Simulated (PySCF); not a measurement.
H5AlAs2 (SMILES [AsH2][AlH][AsH2]), singlet, geometry from GFN2-xTB (such geometries of metal compounds can be far from the true shape). Base run: PBE0/6-31G (PySCF).

PySCF was given this input:
```python
from pyscf import gto, scf, dft, solvent

mol = gto.M(
    atom='''
Al    0.731234    0.002213   -0.474460
As    0.310237   -2.049183    0.737094
H    -1.056503   -1.832555    0.086866
H    -0.116813   -1.037637    1.800024
As   -0.639743    1.990481   -0.569262
H     0.694434    2.628219   -0.898697
H    -0.245250    2.032098    0.906647
H     2.091800    0.118278   -1.265337
''',
    basis='6-31g',
    charge=0,
    spin=0,
    verbose=4,
)

mf = dft.RKS(mol)
mf.xc = 'pbe0'
mf.kernel()
```

Base: dipole (D) 0.38; HOMO-LUMO gap (eV) 5.30.

A changed run: ΔE vs base (kJ/mol) -24.78; dipole (D) 0.69; HOMO-LUMO gap (eV) 5.74.

Question: What was changed between the two runs?
A) model = IEF-PCM; solvent = water; vdw_scale = 1.1
B) model = IEF-PCM; solvent = dimethylsulfoxide
C) model = IEF-PCM; solvent = n-hexane
D) model = IEF-PCM; solvent = chloroform
E) model = IEF-PCM; solvent = water; r_probe = 0.5

Answer: B, model = IEF-PCM; solvent = dimethylsulfoxide

The base is the gas phase, so ΔE is the electrostatic part of solvation at a fixed geometry, without cavity and dispersion terms.
